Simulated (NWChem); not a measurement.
Molecule: BHBr2; SMILES B(Br)Br

```xyz
4

B      0.0000     0.0000    -0.8351
H      0.0000     0.0000    -2.0346
Br    -1.6518     0.0000     0.0887
Br     1.6518     0.0000     0.0887
```
Atoms are numbered in this order, from 1.

All runs use the structure optimised with PBE0/def2-SVP.

Symmetry labels are those of C2v in the frame above (b1 and b2, or b-type labels, depend on it).

Question: List the 4 lowest vertical singlet excitations from PBE/def2-SVPD, TDA (NWChem).

Answer: 
| state | energy (eV) | oscillator strength | symmetry | leading excitation (squared amplitude) |
|---|---|---|---|---|
| S1 | 4.36 | 0.000 | a2 | HOMO → LUMO (1.00) |
| S2 | 4.50 | 0.000 | b2 | HOMO−1 → LUMO (1.00) |
| S3 | 5.57 | 0.177 | b1 | HOMO−2 → LUMO (0.90) |
| S4 | 6.72 | 0.026 | a1 | HOMO−3 → LUMO (0.88) |
